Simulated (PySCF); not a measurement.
C2H6BF2N, SMILES CNB(F)CF.

The structure is a stationary point at TPSSh-D3(BJ)/def2-SVP. This is a generated structure with no PubChem entry under its InChIKey; it may be hypothetical. Other conformers were not sampled.

Two levels are set side by side: TDDFT-PBE/def2-SVPD (PySCF) and TDDFT-PBE0/def2-SVPD (PySCF). Vertical, same geometry. The lowest singlet is HOMO→LUMO 100 % with PBE and HOMO→LUMO 96 % with the other functional; states are paired by order. Differences are taken from unrounded values.

| quantity | TDDFT-PBE |
|---|---|
| lowest singlet excitation (eV) | 6.25 |
| lowest triplet excitation (TDA) (eV) | 5.90 |
| first bright state (f over 0.05) (eV) | 7.52 |
| its oscillator strength | 0.31 |

Question: These are the TDDFT-PBE values. What does TDDFT-PBE0 give? (Estimate from the structure and the level; the computed values follow.)

Answer: 
```json
[
 {"quantity": "lowest singlet excitation (eV)", "TDDFT-PBE0": "6.96", "TDDFT-PBE minus TDDFT-PBE0": "-0.71"},
 {"quantity": "lowest triplet excitation (TDA) (eV)", "TDDFT-PBE0": "6.27", "TDDFT-PBE minus TDDFT-PBE0": "-0.37"},
 {"quantity": "first bright state (f over 0.05) (eV)", "TDDFT-PBE0": "8.10", "TDDFT-PBE minus TDDFT-PBE0": "-0.58"},
 {"quantity": "its oscillator strength", "TDDFT-PBE0": "0.35", "TDDFT-PBE minus TDDFT-PBE0": "-0.04"}
]
```

Functionals without exact exchange tend to place singlet excitations lower, as here. Differences between two approximate levels are no errors against the true value.

Rough cost on one machine, each run with all the roots and properties that it gave: TDDFT-PBE0 against TDDFT-PBE about 4 times.
